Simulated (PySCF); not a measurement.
Species: C₄H₃N₃OS.
Bonds: C1–O2, O2–C3, C3–N4 (aromatic), N4–C5 (aromatic), C5–C6, C6–N7 (triple), C5–N8 (aromatic), N8–S9 (aromatic), C3–S9 (aromatic). Hydrogens: H10, H11, H12 on C1.

Structure optimised with GFN2-xTB, isolated species.

(1) List the bond lengths, angles and torsions at this level.

Results:

(1) 
| bond | length (Å) |
| --- | --- |
| C1–O2 | 1.424 |
| O2–C3 | 1.311 |
| C3–N4 | 1.291 |
| N4–C5 | 1.358 |
| C5–C6 | 1.414 |
| C6≡N7 | 1.144 |
| C5–N8 | 1.308 |
| N8–S9 | 1.627 |
| C3–S9 | 1.768 |
| C1–H10, C1–H11, C1–H12 | 1.090 |

Bonds in one row agree within 0.01 Å and their mean is given. A selection of angles:
| angle | degrees |
| --- | --- |
| C1–O2–C3 | 115.8 |
| O2–C3–N4 | 127.7 |
| O2–C3–S9 | 120.5 |
| N4–C3–S9 | 111.8 |
| C3–N4–C5 | 109.1 |
| N4–C5–C6 | 120.2 |
| N4–C5–N8 | 118.4 |
| C6–C5–N8 | 121.4 |
| C5–C6–N7 | 179.0 |
| C5–N8–S9 | 110.5 |
| C3–S9–N8 | 90.1 |

Dihedral angles: C1–O2–C3–N4 1° (synperiplanar).

The 5-membered ring C3–N4–C5–N8–S9 has internal angles of 90.1° to 118.4° (sum 540°, against 540° for a flat polygon); it is planar, 0.00 Å rms from its mean plane, widest ring torsion 0°. The 2 C–O bonds span 1.311 Å (O2–C3, drawn single) to 1.424 Å (C1–O2, drawn single), a spread of 0.113 Å. O2 (aryl ether oxygen) is bent (angle 115.8°). N8 (pyridine-type nitrogen) is bent (angle 110.5°). The 9 heavy atoms lie in one plane (0.004 Å rms). The 4 C–N bonds span 1.144 Å (C6≡N7, drawn triple) to 1.358 Å (N4–C5, aromatic), a spread of 0.214 Å. Of the pairs four or more bonds apart, N4···H11 is among the closest relative to their van der Waals radii: 2.71 Å, 99 % of the sum of Bondi's values.

Point group: Cs (every atom within 0.08 Å of its image). Not checked by GFN2-xTB frequencies. The numbers are those of one conformer.

All values are computed, not measured.
